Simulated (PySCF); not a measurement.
## XPS shifts beside NMR shieldings

C₆H₇F₃.
Geometry (PBE0-D3(BJ)/def2-SVP, Å), atoms numbered from 1 in this order:
```xyz
16
C6H7F3 angstrom
C     -1.1457    0.9466    1.3184
C     -0.9107   -0.2851    0.4402
C     -1.9246   -0.3815   -0.7025
C      0.4540   -0.2974   -0.0765
C      1.5819   -0.2893   -0.5138
C      2.9458   -0.2748   -1.0409
F      3.4527    0.9595   -1.0406
F      3.7577   -1.0431   -0.3112
F      2.9870   -0.7258   -2.2961
H     -1.0398    1.8694    0.7283
H     -2.1619    0.9212    1.7390
H     -0.4273    0.9885    2.1494
H     -1.0141   -1.1855    1.0729
H     -2.9465   -0.4236   -0.2972
H     -1.8511    0.4974   -1.3607
H     -1.7561   -1.2801   -1.3128
```

Binding energies: PySCF, delta-SCF UKS SCAN, pcX-2 on the ionised atom, pcseg-1 elsewhere, spin-free X2C. Shieldings: GIAO PBE0/pcSseg-1, non-relativistic, same geometry.

```tsv
atom	isotropic shielding (ppm)
C1	161.1
C2	162.4
C4	85.5
C5	110.2
C6	64.9
```

Question: What are the C 1s binding energies of these atoms?

Answer: 
```csv
atom,environment,C 1s (eV),isotropic shielding (ppm)
C5,alkyne carbon,290.79,110.2
C1,methyl carbon,291.07,161.1
C4,alkyne carbon,291.25,85.5
C2,propargylic carbon,291.97,162.4
C6,CF3 carbon,298.76,64.9
```

Question: Among the listed atoms, is the one with the highest binding energy also the least shielded?

Answer: Yes: C6 has both (298.76 eV, 64.9 ppm).

By binding energy: C5 < C1 < C4 < C2 < C6. By shielding: C6 < C4 < C5 < C1 < C2.

Of atoms equivalent by bonding only the ionised one is listed; its partners' own values can differ in this conformer. Spin contamination (⟨S²⟩ against 0.75 for a pure doublet) is marked for C 1s of C4 (0.87), which makes this value less certain. Isolated species at its PBE0-D3(BJ)/def2-SVP geometry, gas phase.
